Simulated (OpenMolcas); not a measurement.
**Mn2+, Tc2+, Re2+: d⁵ down the group**

```yaml
Program: OpenMolcas 26.06
Method: SS-RASPT2, IPEA 0.25 Eh, imaginary shift 0.1 Eh
Basis: ANO-RCC-VTZP
Scalar_Hamiltonian: DKH2, point nucleus
Spin-orbit_coupling: RASSI with atomic mean-field integrals over the reference wave functions, term energies averaged over their components
```

Active space for each ion: 11 electrons in 8 orbitals (RAS1 p, at most 2 holes; RAS2 d); closed shells correlated by CASPT2: Mn2+ 3s; Tc2+ 4s; Re2+ 5s.

Computed levels in cm-1 above ⁶S_5/2:

```csv
Level,Mn2+,Tc2+,Re2+
⁴G_7/2,27910,20990,19260
⁴G_11/2,27920,21040,20060
⁴G_9/2,27920,21080,20560
⁴P_1/2,30760,23900,21740
⁴D_7/2,33820,24950,23850
⁴D_1/2,33860,25490,26530
²I_11/2,40690,30700,28960
²I_13/2,40730,31030,31280
²F_7/2(1),44840,35300,38750
weight of ⁶S in the lowest level (%),100,99,91
```

Mixed levels, with the weight of the term that names them: Re2+ ⁴G_7/2 (72 %), Re2+ ⁴P_1/2 (62 %), Re2+ ⁴D_7/2 (75 %), Re2+ ⁴D_1/2 (65 %), Re2+ ²F_7/2(1) (52 %).

Measured, with the error of the calculation in %. Measured levels: Mn2+ from Corliss and Sugar, J. Phys. Chem. Ref. Data 6, 1253 (1977); Re2+ from the list in Brasseur, Gamrath and Quinet, At. Data Nucl. Data Tables 157, 101636 (2024).

```json
{"Level": "⁴G_7/2", "Mn2+": "26860 (+3.9)", "Re2+": "16890 (+14.0)"}
{"Level": "⁴G_11/2", "Mn2+": "26824 (+4.1)", "Re2+": "18020 (+11.3)"}
{"Level": "⁴G_9/2", "Mn2+": "", "Re2+": "18346 (+12.1)"}
{"Level": "⁴D_7/2", "Mn2+": "32307 (+4.7)", "Re2+": "20453 (+16.6)"}
{"Level": "⁴D_1/2", "Mn2+": "32369 (+4.6)", "Re2+": ""}
{"Level": "²I_11/2", "Mn2+": "39174 (+3.9)", "Re2+": "26170 (+10.7)"}
{"Level": "²I_13/2", "Mn2+": "39176 (+4.0)", "Re2+": "28588 (+9.4)"}
{"Level": "²F_7/2(1)", "Mn2+": "42606 (+5.2)", "Re2+": ""}
```

Without spin-orbit coupling ⁴G lies 27920, 21020, 19800 cm-1 above ⁶S in that order; the difference to the level ⁴G_7/2, of either sign, comes from spin-orbit coupling, which also lowers the zero.

Term energies are means over components that CASPT2 splits; among the terms shown or strongly mixed into the levels shown the widest spread is 530 cm-1 (5d⁵ ²G(1), Re2+). Active for correlation alone: 3p; no level in the range computed is led by a configuration that opens it, so any true level of that kind is missing (holds for Mn2+). Active for correlation alone: 4p; no level in the range computed is led by a configuration that opens it, so any true level of that kind is missing (holds for Tc2+). Active for correlation alone: 5p; no level in the range computed is led by a configuration that opens it, so any true level of that kind is missing (holds for Re2+). Some terms miss by over 15 % even with CASPT2, which points to a basis or an active space too small for the shells correlated (holds for Re2+). Measured partners are found by configuration, term and J. A level has none where our copy of the source lacks it or the pairing is in doubt (some pairs that miss far off the trend of their configuration count as doubtful), and it then counts in no deviation. Only configurations of the active space appear.

A number in round brackets counts repeated terms of one configuration in the order of the reference energies.
